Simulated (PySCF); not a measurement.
Dipole moment and polarisability of `C=CCC(=C)/C=C\C`

C8H12.
Geometry (GFN2-xTB, Å), atoms numbered from 1 in this order:
```
atom  x, y, z in Å
C1     3.1305    0.6844   -0.2743
C2     2.0105    0.2219   -0.7969
C3     0.6509    0.4143   -0.2004
C4    -0.0459   -0.9014    0.0652
C5     0.6569   -1.9838    0.3965
C6    -1.4960   -1.0046   -0.0877
C7    -2.4405   -0.0766    0.0601
C8    -2.2976    1.3503    0.4777
H9     4.0884    0.5310   -0.7420
H10    3.1382    1.2421    0.6485
H11    2.0284   -0.3403   -1.7217
H12    0.7453    0.9778    0.7319
H13    0.0443    1.0002   -0.8953
H14    1.7264   -1.9513    0.5152
H15    0.1802   -2.9313    0.5844
H16   -1.8277   -2.0059   -0.3384
H17   -3.4652   -0.3786   -0.1222
H18   -3.1502    1.6365    1.0917
H19   -2.2922    2.0043   -0.3960
H20   -1.3896    1.5217    1.0460
```

Level: PBE0/def2-SVPD (PySCF), static field, nuclei fixed, core orbitals frozen in the response. The polarisability tensor in these axes (au):

```
x   127.88 -10.69   0.73
y   -10.69 102.40   0.66
z     0.73   0.66  71.20
```

What are the eigenvalues, a third of the trace, and Δα (Δα² = ½Σ(αi − αj)² over the three pairs)?

Principal values 71.17, 98.53 and 131.77 au; mean 100.49 au = 14.89 Å³ = 16.57 × 10⁻⁴⁰ C²·m²/J; Δα = 52.57 au (52 % of the mean).

What is the dipole moment, and where does it point?

(-0.43, 0.51, 0.02) D, 0.67 D in size, pointing from the negative to the positive side. Measured along this direction, the outermost atoms are H14 at the negative end and H18 at the positive end.

Find the Langevin capture rate constant for NO+ (29.998 u) meeting this molecule (108.094 u), k = 2.342 × 10⁻⁹ cm³/s × √(α in Å³ / reduced mass in u).

The reduced mass is 23.48 u, so k = 1.87 × 10⁻⁹ cm³/s. The formula leaves out the permanent dipole, which adds to the capture rate.

Give the principal axes and the span of the nuclei along them.

Largest value along (0.94, -0.34, 0.01), where the nuclei span 7.17 Å; middle along (0.34, 0.94, 0.03), 4.93 Å; least along (-0.02, -0.03, 1.00), 2.85 Å. The response follows the extents in order.

Orientational against electronic polarisability at 250 K (dilute gas, rigid molecules)?

In Gaussian units μ²/3kT = 4.31 Å³ against 14.89 Å³, a ratio of 0.29; the Debye molar polarisation (4π/3)N_A(α + μ²/3kT) is 48.4 cm³/mol, leaving out the vibrational part.

Traceless (Buckingham) quadrupole moment about the centre of nuclear charge: eigenvalues?

-3.98, 0.47, 3.51 D·Å. The values depend on the origin, since the dipole doesn't vanish. The electronic extent ⟨r²⟩ about the same centre is 1288 bohr², a root-mean-square distance of 2.45 Å for the 60 electrons.

The structure is a single GFN2-xTB conformer in the gas phase; no vibrational or solvent corrections.
